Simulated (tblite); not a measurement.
Task: Write Cartesian coordinates for `C#Cc1ccccc1C=C` as optimised with GFN2-xTB.

Result: 
```xyz
18
C10H8 angstrom
C     -0.9332    3.1872   -0.0625
C     -0.3542    2.1349   -0.0532
C      0.3676    0.9167   -0.0479
C      1.7607    0.9697   -0.0477
C      2.5041   -0.1938   -0.0484
C      1.8587   -1.4214   -0.0491
C      0.4787   -1.4820   -0.0397
C     -0.2976   -0.3242   -0.0341
C     -1.7550   -0.3549   -0.0261
C     -2.5183   -1.4113    0.2281
H     -1.4498    4.1002   -0.0689
H      2.2488    1.9338   -0.0498
H      3.5831   -0.1476   -0.0518
H      2.4362   -2.3343   -0.0609
H     -0.0073   -2.4455   -0.0477
H     -2.2242    0.5987   -0.2338
H     -2.1148   -2.3805    0.4674
H     -3.5924   -1.3395    0.2145
```

Orientation and origin are arbitrary. Atoms count from 1 in this order. The 6-membered ring C3–C4–C5–C6–C7–C8 has internal angles of 118.0° to 121.3°; it is planar, 0.00 Å rms from its mean plane, widest ring torsion 1°. Of the pairs four or more bonds apart, C2···H16 is among the closest relative to their van der Waals radii: 2.43 Å, 84 % of the sum of Bondi's values. The C–C distances run from 1.201 Å (C1≡C2, drawn triple) to 1.458 Å (C8–C9, drawn single), a spread of 0.257 Å.

Bonds between heavy atoms (Å): C1≡C2 1.201, C2–C3 1.416, C3–C4 1.394, C4–C5 1.381, C5–C6 1.387, C6–C7 1.381, C7–C8 1.394, C8–C9 1.458, C9=C10 1.328, C3–C8 1.408.

Computed geometry: GFN2-xTB, gas phase.

Point group: C1 (no symmetry element, even within 0.4 Å). Its GFN2-xTB frequencies are all real (lowest 37 cm⁻¹). The numbers are those of one conformer (C7–C8–C9–C10 14°).
